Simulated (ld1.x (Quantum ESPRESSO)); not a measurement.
**Configuration tests for Hf (Z = 72) (TM)**

| Property | Result |
| --- | --- |
| Element | hafnium |
| Generator | ld1.x (Quantum ESPRESSO) 7.5 |
| Type | norm-conserving Troullier–Martins (Kleinman–Bylander form) |
| Functional | PBEsol |
| Relativity | scalar-relativistic |
| Frozen core | [Xe] 4f14 |
| Valence charge | 4 |
| Reference configuration | 5d1 6s0 6p0 (charge +3) |
| Partial waves | 6p (bound, empty): rc 3.20 bohr; 5d (bound): rc 2.15 bohr; 6s (bound, empty): rc 2.05 bohr |
| Local potential | the s channel |
| Core correction | none |

Energies are relative to the spin-unpolarised reference configuration 5d1 6s0 6p0; without spin polarisation the order of configurations can differ from experiment.

```
valence configuration  charge  ΔE all-electron (eV)  error AE − PS (meV)
          5d2 6s2 6p0       0               -43.945                +1049
          5d2 6s1 6p0      +1               -35.937                 +657
          5d2 6s0 6p0      +2               -21.774                 +218
          5d3 6s1 6p0       0               -41.350                 +883
      5d2.5 6s1.5 6p0       0               -42.690                 +964
          5d2 6s1 6p1       0               -40.082                 +867
```

(1) What are ΔE and the potential's error for 5d2 6s0 6p2?

Results:

(1) ΔE = -36.025 eV all-electron; the error (AE − PS) is +711 meV.

ld1.x printed “convergence not achieved” for 5 of the counted tests; their residual had stalled under 1e-8, short of the target of 1e-14.
